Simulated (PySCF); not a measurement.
Species: sum formula SiN₂H₅ (charge -1, singlet). It need not be the lowest isomer of its formula. Whether it binds its extra electron was not tested at this geometry. 
Coordinates optimised at B3LYP-D3(BJ)/def2-TZVP (Ansatz):
SMILES: N[SiH-]N
```xyz
8

Si     0.1020    -0.6507     0.0459
N      1.3030     0.6029    -0.5575
N     -1.4038     0.2587     0.5784
H     -0.4514    -0.9553    -1.3650
H      1.8333     1.0242     0.1966
H      0.9212     1.3603    -1.1213
H     -1.3220     0.6230     1.5207
H     -1.7036     1.0266    -0.0198
```
Charge -1, spin multiplicity 1.

Dispersion corrections to the total energy (kcal/mol) from the dftd3 and dftd4 libraries through PySCF: D3(BJ) without and D4 with the three-body term, each with the damping fitted for the functional named.

```json
[
 {"functional": "PBE0", "D3(BJ)": "-2.80", "D4": "-3.07"},
 {"functional": "B2PLYP", "D3(BJ)": "…", "D4": "-2.56"},
 {"functional": "TPSSh", "D3(BJ)": "-3.74", "D4": "-4.51"},
 {"functional": "PW6B95", "D3(BJ)": "…", "D4": "-3.35"},
 {"functional": "LC-wPBE", "D3(BJ)": "-3.04", "D4": "-4.11"},
 {"functional": "BHLYP", "D3(BJ)": "-4.57", "D4": "-4.36"},
 {"functional": "HF", "D3(BJ)": "-28.45", "D4": "…"}
]
```

### Question
What belongs in the gaps?

### Answer

- B2PLYP, D3(BJ): -2.68
- PW6B95, D3(BJ): -1.62
- HF, D4: -13.97
